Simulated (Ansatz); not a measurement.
Mulliken charges of `[F][Ga]1[BH][GaH]1` from ωB97M-V/def2-TZVPP in Ansatz (PBE0-D4/def2-TZVP geometry).

```tsv
atom	x (Å)	y (Å)	z (Å)	charge (e)
F1	0.255	-2.808	1.202	-0.370
Ga2	0.518	-1.260	0.449	0.407
B3	0.720	0.275	-0.740	-0.169
Ga4	-0.903	1.188	-0.215	-0.037
H5	1.800	0.772	-0.578	0.123
H6	-2.348	1.769	-0.163	0.046
```

Task: By hand: the dipole of these point charges (1 e Å = 4.8032 D).

Result: Σ q r = (0.142, 0.612, -0.208) e Å, of length 0.662 e Å = 3.18 D.

Task: How does the dipole of the full density compare? (An estimate is asked.)

Result: Ansatz gave: (-0.191, 0.360, 0.087) e Å, 2.00 D; the point charges give 1.59 times that, at 51° from its direction.

Point charges leave out the atoms' own dipoles, such as those of lone pairs, and Mulliken's split depends on the basis, so the two needn't agree.
